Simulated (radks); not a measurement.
Trend from Zr4+ to Cd4+: ionisation energy by Delta-SCF between NIST ground configurations, and size. Method: scalar-relativistic Kohn-Sham, PBE, spin-unpolarised, spherical densities, point nucleus; computed with a radial shooting solver on a logarithmic mesh with Libxc functionals.

[
 {"species": "Zr4+", "configuration": "[Kr]", "configuration of the ion": "[Ar] 3d10 4s2 4p5", "IE (eV)": "80.952", "NIST (eV)": "80.35", "kind": "semi-emp.", "outermost": "4p", "<r> outermost (bohr)": "1.32", "r at 0.001 e/bohr^3 (bohr)": "2.89"},
 {"species": "Nb4+", "configuration": "[Kr] 4d1", "configuration of the ion": "[Kr]", "IE (eV)": "50.290", "NIST (eV)": "50.573", "kind": "exp.", "outermost": "4d", "<r> outermost (bohr)": "1.61", "r at 0.001 e/bohr^3 (bohr)": "3.00"},
 {"species": "Mo4+", "configuration": "[Kr] 4d2", "configuration of the ion": "[Kr] 4d1", "IE (eV)": "53.471", "NIST (eV)": "54.42", "kind": "semi-emp.", "outermost": "4d", "<r> outermost (bohr)": "1.52", "r at 0.001 e/bohr^3 (bohr)": "3.04"},
 {"species": "Tc4+", "configuration": "[Kr] 4d3", "configuration of the ion": "[Kr] 4d2", "IE (eV)": "56.572", "NIST (eV)": "57", "kind": "theory", "outermost": "4d", "<r> outermost (bohr)": "1.44", "r at 0.001 e/bohr^3 (bohr)": "3.03"},
 {"species": "Ru4+", "configuration": "[Kr] 4d4", "configuration of the ion": "[Kr] 4d3", "IE (eV)": "59.612", "NIST (eV)": "59", "kind": "theory", "outermost": "4d", "<r> outermost (bohr)": "1.37", "r at 0.001 e/bohr^3 (bohr)": "3.01"},
 {"species": "Rh4+", "configuration": "[Kr] 4d5", "configuration of the ion": "[Kr] 4d4", "IE (eV)": "62.600", "NIST (eV)": "63", "kind": "theory", "outermost": "4d", "<r> outermost (bohr)": "1.31", "r at 0.001 e/bohr^3 (bohr)": "2.98"},
 {"species": "Pd4+", "configuration": "[Kr] 4d6", "configuration of the ion": "[Kr] 4d5", "IE (eV)": "65.547", "NIST (eV)": "61", "kind": "theory", "outermost": "4d", "<r> outermost (bohr)": "1.25", "r at 0.001 e/bohr^3 (bohr)": "2.94"},
 {"species": "Ag4+", "configuration": "[Kr] 4d7", "configuration of the ion": "[Kr] 4d6", "IE (eV)": "68.459", "NIST (eV)": "65", "kind": "theory", "outermost": "4d", "<r> outermost (bohr)": "1.20", "r at 0.001 e/bohr^3 (bohr)": "2.90"},
 {"species": "Cd4+", "configuration": "[Kr] 4d8", "configuration of the ion": "[Kr] 4d7", "IE (eV)": "71.341", "NIST (eV)": "68", "kind": "theory", "outermost": "4d", "<r> outermost (bohr)": "1.15", "r at 0.001 e/bohr^3 (bohr)": "2.86"}
]

Reference values: NIST Atomic Spectra Database (exp. = measured, semi-emp. = semi-empirical, theory = theoretical value adopted there). Spin polarisation and multiplet splitting are left out, so open shells lie too high by an amount that depends on their filling.

Beside tabulated values, note that spin-unpolarised runs miss the spin-polarisation part of the exchange energy of open shells.
